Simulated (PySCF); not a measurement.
GeH2Br2, SMILES [GeH2]([Br])[Br].

The structure is a stationary point at B3LYP-D3(BJ)/def2-SVP.

Two levels are set side by side: PBE/def2-TZVPD (PySCF) and M06-2X/def2-TZVPD (PySCF). Same geometry, gas phase. Differences are taken from unrounded values.

```
quantity                     M06-2X    PBE  PBE minus M06-2X
---------------------------  ------  -----  ----------------
orbital gap (eV)               9.10   4.81             -4.29
highest occupied level (eV)   -9.73  -7.26              2.46
lowest empty level (eV)       -0.62  -2.45             -1.83
dipole moment (D)              1.86   1.66             -0.20
mean polarisability (bohr³)    75.0   79.3               4.3
```

Without exact exchange PBE keeps part of each electron's self-repulsion, which lifts occupied levels and narrows the gap. PBE's more diffuse valence density responds more strongly to a field. Differences between two approximate levels are no errors against the true value.

Rough cost on one machine, each run with all the roots and properties that it gave: M06-2X against PBE about 3 times.
